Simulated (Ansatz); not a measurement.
One change: `[SiH3]C1=NCO1` becomes `CC1=NCO1`.

Ansatz, PBE0-D4/def2-TZVP geometries, multiplicity 1. 

| property | `[SiH3]C1=NCO1` |
| --- | --- |
| HOMO–LUMO gap (ωB97M-V/def2-TZVPP) / eV | 11.66 |
| LUMO energy (ωB97M-V/def2-TZVPP) / eV | 1.36 |
| HOMO energy (PBE0/def2-TZVPP) / eV | -7.98 |
| HOMO–LUMO gap (PBE0/def2-TZVPP) / eV | 7.26 |
| HOMO–LUMO gap (PBE/def2-TZVPP) / eV | 4.96 |
| size of the dipole moment (B3LYP/def2-TZVPP) / D | 0.83 |

(1) What does the change do to each property? (Estimate.)

Answers

(1) Computed: 
```tsv
property	`CC1=NCO1`	shift
HOMO–LUMO gap (ωB97M-V/def2-TZVPP) / eV	12.72	1.06
LUMO energy (ωB97M-V/def2-TZVPP) / eV	2.63	1.27
HOMO energy (PBE0/def2-TZVPP) / eV	-7.76	0.22
HOMO–LUMO gap (PBE0/def2-TZVPP) / eV	8.19	0.93
HOMO–LUMO gap (PBE/def2-TZVPP) / eV	5.76	0.80
size of the dipole moment (B3LYP/def2-TZVPP) / D	1.13	0.30
```

With PBE0 the HOMO rises by 0.22 eV and the LUMO rises by 1.16 eV, so the gap widens by about 0.94 eV. PBE moves the HOMO by 0.24 eV and ωB97M-V by 0.21 eV. Dipoles are sizes alone; their direction can turn.

B3LYP here is the variant with VWN-RPA as its local correlation; programs differ in this.
